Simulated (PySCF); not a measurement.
A GIAO shielding run with PySCF (density fitting, non-relativistic, gas phase) on `N[Si@@H](C[SiH2][SiH3])C(F)F`, C2H11F2NSi3:

```
$ OMP_NUM_THREADS=1 python probes_run.py task.json out

{"job": {"kind": "nmr", "xc": "PBE0", "basis": "pcSseg-1"}, "charge": 0, "multiplicity": 1}
N     -1.778281     0.803618    -1.307295
Si    -1.052759    -0.330668    -0.240101
C      0.055426     0.598191     0.974543
Si     1.680073     1.232598     0.207226
Si     3.072727    -0.517634    -0.362568
C     -2.589418    -1.045080     0.692481
F     -3.491773    -1.561986    -0.194021
F     -2.224419    -2.084812     1.496009
H     -1.192447     1.414585    -1.851870
H     -2.591674     0.535252    -1.839287
H     -0.374612    -1.499488    -0.821036
H     -0.497392     1.439492     1.392093
H      0.298126    -0.052831     1.814042
H      2.276001     2.169214     1.174617
H      1.306213     2.065154    -0.950384
H      2.824973    -1.720288     0.438204
H      2.922944    -0.911782    -1.767758
H      4.490127    -0.186037    -0.185928
H     -3.143638    -0.338246     1.323573
```

Hardware: 1 thread of an Intel Xeon, shared host. The job also computes population analyses, field gradients.

(1) How large is the calculation?

(2) How long does it take, and how much memory does it need?

Results:

(1) 90 electrons, 212 basis functions and 1169 auxiliary functions.

(2) 2.1 min of wall time, with 13 SCF cycles and 4 response iterations; peak memory 0.94 GiB. Times on a shared host scatter by some tens of per cent.
